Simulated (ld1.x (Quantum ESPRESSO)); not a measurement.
Transferability test, RRKJ potential for beryllium (Be)

Be, norm-conserving RRKJ (Kleinman–Bylander form), made with ld1.x (Quantum ESPRESSO) 7.5 (LDA (PZ), scalar-relativistic). Core [He], reference 2s0.5 2p0 (charge +1.5). Waves: 2s (bound): rc 1.85 bohr; 2p (bound, empty): rc 2.00 bohr. Local part: the p channel. Core correction: none.

Energies are relative to the spin-unpolarised reference configuration 2s0.5 2p0; without spin polarisation the order of configurations can differ from experiment. Spin-polarised rows fill each open shell by Hund’s rule, majority spin first.

```json
{"valence configuration": "2s2 2p0", "charge": "0", "ΔE all-electron (eV)": "-17.418", "error AE − PS (meV)": "+106"}
{"valence configuration": "2s1 2p0", "charge": "+1", "ΔE all-electron (eV)": "-7.898", "error AE − PS (meV)": "+26"}
{"valence configuration": "2s1.5 2p0", "charge": "+0.5", "ΔE all-electron (eV)": "-13.666", "error AE − PS (meV)": "+69"}
{"valence configuration": "2s0 2p1", "charge": "+1", "ΔE all-electron (eV)": "-4.084", "error AE − PS (meV)": "+66"}
{"valence configuration": "2s1 2p1", "charge": "0", "ΔE all-electron (eV)": "-13.899", "error AE − PS (meV)": "+106"}
{"valence configuration": "2s0.5 2p0 (spin-polarised)", "charge": "+1.5", "ΔE all-electron (eV)": "-0.176", "error AE − PS (meV)": "+30"}
{"valence configuration": "2s1 2p0 (spin-polarised)", "charge": "+1", "ΔE all-electron (eV)": "-8.374", "error AE − PS (meV)": "+87"}
```

Q: What are ΔE and the potential's error for 2s0 2p2?

A: ΔE = -10.347 eV all-electron; the error (AE − PS) is +128 meV.

Levels in the configuration 2s1.5 2p0:

```csv
level,all-electron (eV),pseudo (eV)
2s,-9.466,-9.551
```
